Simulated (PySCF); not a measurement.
Si(AsH2)(F)3 (AsF₃H₂Si), SMILES F[Si](F)(F)[AsH2].

Geometry optimised at B3LYP-D3(BJ)/def2-SVP.

These are PySCF with PBE/def2-TZVP values and carry that method's errors.

Symmetry labels are those of the subgroup Cs that the program uses (full group Cs).

Q: List the valence orbital energies around the gap with their symmetry. (An estimate is asked for; the answer gives what the named calculation found.)

A: 
```csv
orbital,symmetry,energy (eV)
HOMO−7,A',-10.96
HOMO−6,A",-10.96
HOMO−5,A",-10.46
HOMO−4,A',-10.37
HOMO−3,A",-9.94
HOMO−2,A",-9.65
HOMO−1,A',-8.66
HOMO,A',-7.38
LUMO,A",-1.15
LUMO+1,A',-1.04
LUMO+2,A',-0.69
LUMO+3,A",0.32
```
